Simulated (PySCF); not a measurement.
**Functional dependence of a UV spectrum**

Compound: C3H7NSi.
Atom-mapped SMILES: `[CH3:1][C:2]#[C:3][SiH2:4][NH2:5]` (hydrogens: H6, H7, H8 on C1; H9, H10 on Si4; H11, H12 on N5)

Linear-response calculations in the def2-SVPD basis (PySCF; singlets by full response, triplets Tamm–Dancoff, core orbitals frozen in the response; HF means time-dependent Hartree–Fock). 'Strongest' is the level of largest summed f among the singlets computed (10 roots, of which the last may lack a degenerate partner); it can jump between rows when another state enters that window. S1 is the lowest singlet of each run and needn't be the same state throughout; f(S1) is that of one state. The structure is a single PBE0-D3(BJ)/def2-SVP conformer in the gas phase; no vibrational or solvent corrections.

```json
{"functional": "LDA", "kind": "LDA", "S1 (eV)": "5.29", "f(S1)": "0.063", "strongest (eV)": "5.29", "T1 (eV)": "4.80", "HOMO (eV)": "-6.15", "gap (eV)": "5.06", "ionisation energy, ΔSCF (eV)": "9.53"}
{"functional": "PBE", "kind": "GGA", "S1 (eV)": "5.33", "f(S1)": "0.067", "strongest (eV)": "5.33", "T1 (eV)": "4.69", "HOMO (eV)": "-6.01", "gap (eV)": "5.11", "ionisation energy, ΔSCF (eV)": "9.38"}
{"functional": "B3LYP", "kind": "global hybrid, 20% exact exchange", "S1 (eV)": "5.69", "f(S1)": "0.000", "strongest (eV)": "7.22", "T1 (eV)": "4.83", "HOMO (eV)": "-7.13", "gap (eV)": "6.85", "ionisation energy, ΔSCF (eV)": "9.27"}
{"functional": "PBE0", "kind": "global hybrid, 25% exact exchange", "S1 (eV)": "5.76", "f(S1)": "0.000", "strongest (eV)": "7.54", "T1 (eV)": "4.77", "HOMO (eV)": "-7.38", "gap (eV)": "7.33", "ionisation energy, ΔSCF (eV)": "9.30"}
{"functional": "BHandHLYP", "kind": "global hybrid, 50% exact exchange", "S1 (eV)": "5.77", "f(S1)": "0.000", "strongest (eV)": "8.18", "T1 (eV)": "4.78", "HOMO (eV)": "-8.55", "gap (eV)": "9.29", "ionisation energy, ΔSCF (eV)": "9.45"}
{"functional": "CAM-B3LYP", "kind": "range-separated hybrid", "S1 (eV)": "5.80", "f(S1)": "0.000", "strongest (eV)": "7.98", "T1 (eV)": "4.87", "HOMO (eV)": "-8.75", "gap (eV)": "9.62", "ionisation energy, ΔSCF (eV)": "9.57"}
{"functional": "wB97X-D", "kind": "range-separated hybrid", "S1 (eV)": "5.84", "f(S1)": "0.000", "strongest (eV)": "8.16", "T1 (eV)": "4.94", "HOMO (eV)": "-9.27", "gap (eV)": "10.93", "ionisation energy, ΔSCF (eV)": "9.54"}
{"functional": "LC-wPBE", "kind": "range-separated hybrid", "S1 (eV)": "5.91", "f(S1)": "0.000", "strongest (eV)": "8.66", "T1 (eV)": "4.79", "HOMO (eV)": "-10.17", "gap (eV)": "12.15", "ionisation energy, ΔSCF (eV)": "9.87"}
{"functional": "HF", "kind": "Hartree–Fock", "S1 (eV)": "5.53", "f(S1)": "0.000", "strongest (eV)": "9.08", "T1 (eV)": "4.27", "HOMO (eV)": "-10.24", "gap (eV)": "12.61", "ionisation energy, ΔSCF (eV)": "not settled"}
```

S1 runs from 5.29 eV (LDA) to 5.91 eV (LC-wPBE), a spread of 0.62 eV, while the orbital gap spreads over 7.5 eV. −ε(HOMO) comes closest to its own ΔSCF ionisation energy with wB97X-D (-0.28 eV) and misses most with LDA (-3.37 eV). 'Not settled' means that the ion's SCF failed to converge or may have ended in another state than the lowest.
